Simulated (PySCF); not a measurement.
Adding and removing an electron: GaBi

PBE; Ga cc-pVDZ-PP with ECP10, Bi cc-pVDZ-PP with ECP60; scalar-relativistic core potentials (PySCF 2.14). Neutral (UKS): triplet (π ↑↑), Re = 2.889 Å, ωe = 151 cm⁻¹, De = 1.81 eV, HOMO -4.09 eV, LUMO -3.73 eV.

GaBi⁺ (UKS): quartet (σ ↑, π ↑↑), Re = 2.994 Å, ωe = 102 cm⁻¹. The energies at the minima are -474.14305 hartree for GaBi and -473.89392 for GaBi⁺.

**Question.** Work out the adiabatic ionisation energy, without and with harmonic zero-point energies (1 hartree = 27.2114 eV, 1 eV = 8065.5 cm⁻¹), and the change of the bond length.

**Answer.** At PBE: 0.24913 hartree = 6.779 eV between the minima; the zero-point term (102.0 − 151.0)/2 cm⁻¹ = -0.003 eV makes it 6.776 eV. Re changes by +10.5 pm against the neutral. The electron leaves a σ orbital, and the longer bond of the ion fits a bonding orbital, or a change in how ionic the bond is.

Spin–orbit coupling is left out, which matters for elements this heavy, above all for dissociation energies. States were picked by a PBE0 search and need not be the measured ground states.
